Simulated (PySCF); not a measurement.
Isomers of C6H8OSi, one GFN2-xTB conformer each. Single-point energies are computed at PBE0/pcSseg-1 (PySCF, gas phase, no added dispersion term), electronic only.

Task: Rank them by PBE0/pcSseg-1 energy, lowest first (kcal/mol).
A. `[OH:1][SiH2:2][c:3]1[cH:4][cH:5][cH:6][cH:7][cH:8]1` with H–O1–Si2–C3 55°, O1–Si2–C3–C4 15°
B. `[SiH3:1][O:2][c:3]1[cH:4][cH:5][cH:6][cH:7][cH:8]1` with Si1–O2–C3–C4 -179°
C. `[CH:1]#[C:2][C:3]#[C:4][CH2:5][SiH2:6][O:7][CH3:8]` with C4–C5–Si6–O7 180°, C5–Si6–O7–C8 180°
D. `[SiH3:1][O:2][C@@:3]12[CH:4]=[CH:5][C@H:6]3[C@@H:7]1[C@@H:8]23` with Si1–O2–C3–C4 -70°
E. `[SiH3:1][O:2][CH:3]=[C:4]1[CH:5]=[CH:6][CH:7]=[CH:8]1` with Si1–O2–C3–C4 1°
F. `[cH:1]1[cH:2][o:3][c:4]([SiH:5]2[CH2:6][CH2:7]2)[cH:8]1` with O3–C4–Si5–C6 154°
G. `[CH:1]#[C:2][C@@H:3]1[C:4](=[O:5])[SiH2:6][C@@H:7]1[CH3:8]` with C2–C3–C4–O5 82°, C3–C4–Si6–C7 -12°, C4–Si6–C7–C8 134°, C2–C3–C7–Si6 99°

Result: A (0.0), B (13.0), E (46.5), F (61.3), D (88.1), C (93.4), G (96.2).

As drawn, the lowest has an aromatic ring, an O–H bond and an Si–O bond, which the highest lacks; the highest has a four-membered ring, a C=O bond and a C≡C bond, which the lowest lacks. GFN2-xTB itself gives, in the same order: 13.2, 0.0, 30.8, 80.4, 56.6, 86.8, 105.6. GFN2-xTB puts [SiH3]Oc1ccccc1 lowest instead; measured from each level's own lowest isomer, the values differ by up to 31.5 kcal/mol ([SiH3]O[C@@]12C=C[C@H]3[C@@H]1[C@H]32: 56.6 against 88.1).

Task: Which frontier levels, dipoles and rotational constants go with these structures?

Result: 
```csv
SMILES,"HOMO (eV, PBE0/pcSseg-1)",LUMO (eV),dipole (D),"A, B, C (MHz)"
O[SiH2]c1ccccc1,-7.45,-0.65,1.78,"4382, 1067, 872.8"
[SiH3]Oc1ccccc1,-6.71,-0.24,0.74,"5029, 1025, 859.6"
[SiH3]OC=C1C=CC=C1,-6.20,-1.55,1.51,"4725, 992.2, 827.9"
c1coc([SiH]2CC2)c1,-6.22,-0.43,0.89,"5098, 1014, 907.8"
[SiH3]O[C@@]12C=C[C@H]3[C@@H]1[C@H]32,-6.43,0.05,1.01,"4626, 1218, 1084"
C#CC#CC[SiH2]OC,-6.95,-0.37,2.35,"10498, 510.3, 492.4"
C#C[C@@H]1C(=O)[SiH2][C@@H]1C,-6.71,-1.51,2.98,"2003, 1806, 1139"
```
